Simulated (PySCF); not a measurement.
Compound: C5H3F2N2 (charge -1).
Numbering: `[N:1]#[C:2][C-:3]([C:4]#[N:5])[CH2:6][CH:7]([F:8])[F:9]` (hydrogens: H10, H11 on C6; H12 on C7)

Geometry (GFN2-xTB, Å), atoms numbered from 1 in this order:
```xyz
12
C5H3F2N2 angstrom
N      2.063    2.233    0.646
C      1.571    1.222    0.345
C      0.996    0.017    0.029
C      1.644   -0.856   -0.810
N      2.198   -1.617   -1.493
C     -0.332   -0.362    0.627
C     -1.558    0.053   -0.194
F     -1.638    1.397   -0.383
F     -1.571   -0.496   -1.438
H     -0.405   -1.450    0.745
H     -0.459    0.109    1.610
H     -2.508   -0.251    0.289
```

The closed-shell SCF was solved with PySCF and density fitting under several settings on one GFN2-xTB geometry (grid level 2 and gas phase unless stated).

```json
{"settings": "PBE0/pcSseg-1", "basis functions": "168", "SCF cycles": "14", "E (Eh)": "-500.9569", "HOMO (eV)": "-0.91", "LUMO (eV)": "4.66"}
{"settings": "OPBE/aug-cc-pVDZ", "basis functions": "234", "SCF cycles": "18", "E (Eh)": "-501.3793", "HOMO (eV)": "-0.02", "LUMO (eV)": "1.88"}
{"settings": "PBE0/IGLO-II, grid level 1, fitting basis def2-universal-jkfit", "basis functions": "216", "SCF cycles": "11", "E (Eh)": "-501.1389", "HOMO (eV)": "-0.92", "LUMO (eV)": "4.61"}
{"settings": "PBE0/Sadlej pVTZ, level shift 0.1 Eh", "basis functions": "243", "SCF cycles": "11", "E (Eh)": "-501.1357", "HOMO (eV)": "-1.11", "LUMO (eV)": "2.39"}
{"settings": "B3LYP/def2-SVPD, fitting basis def2-qzvpp-jkfit", "basis functions": "210", "SCF cycles": "11", "E (Eh)": "-501.2014", "HOMO (eV)": "-0.90", "LUMO (eV)": "3.35"}
```

Problem. Estimate the rows for these settings: (1) PBE0/6-31G; (2) KT2/6-31G; (3) PBE0/cc-pVDZ.

Solution. 
```csv
settings,basis functions,SCF cycles,E (Eh),HOMO (eV),LUMO (eV)
PBE0/6-31G,87,14,-500.8453,-0.50,5.45
KT2/6-31G,87,16,-509.1692,0.53,4.39
PBE0/cc-pVDZ,141,14,-501.0244,-0.55,5.26
```

Problem. Over all rows, what range does the HOMO–LUMO gap span?

Solution. From 1.90 eV (OPBE/aug-cc-pVDZ) to 5.95 eV (PBE0/6-31G). The functional of the narrowest has no exact exchange, that of the widest 25 % exact exchange.

Problem. Compare two rows with the functional PBE0: PBE0/IGLO-II, grid level 1, fitting basis def2-universal-jkfit and PBE0/pcSseg-1. Which energy is lower, and by how much?

Solution. PBE0/IGLO-II, grid level 1, fitting basis def2-universal-jkfit (216 functions) lies 0.1820 Eh or 114 kcal/mol below PBE0/pcSseg-1 (168 functions).

Cycle counts include a coarse-grid stage where the run had one. KT2 was designed for NMR shieldings or shifts; total energies of different functionals aren't comparable. The HOMO energy is positive at KT2/6-31G; such an orbital is held in place by the finite basis.

One conformer stands for the species.
